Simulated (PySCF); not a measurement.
**Cr: excitation energy**

Cr [Ar] 3d5 4s1 (7S) → Cr [Ar] 3d5 4p1 (7P), as a difference of total energies. Computed with PySCF 2.14 in aug-cc-pVDZ (7s6p4d2f, 59 functions), with no relativity, point nucleus. Correlated levels: valence: [Ar] frozen. The calculations carry no spin-orbit coupling.

| method | excitation energy (cm⁻¹) | difference from reference (cm⁻¹) |
| --- | --- | --- |
| UHF | 21113 | -2302 |
| MP2 (valence) | 22883 | -533 |
| SCS-MP2 (valence) | 21703 | -1712 |
| CCSD (valence) | 22423 | -993 |
| CCSD(T) (valence) | 22350 | -1065 |

Reference: 23415 cm⁻¹ (measured; NIST levels, between the centres of gravity of the two terms).

These non-relativistic numbers lack the scalar-relativistic shift.

Errors of the correlated levels include the incompleteness of this basis and the frozen core.

The coupled-cluster amplitudes are large for the upper state (T1 above 0.03 or a double amplitude above 0.15), so a single reference is strained.
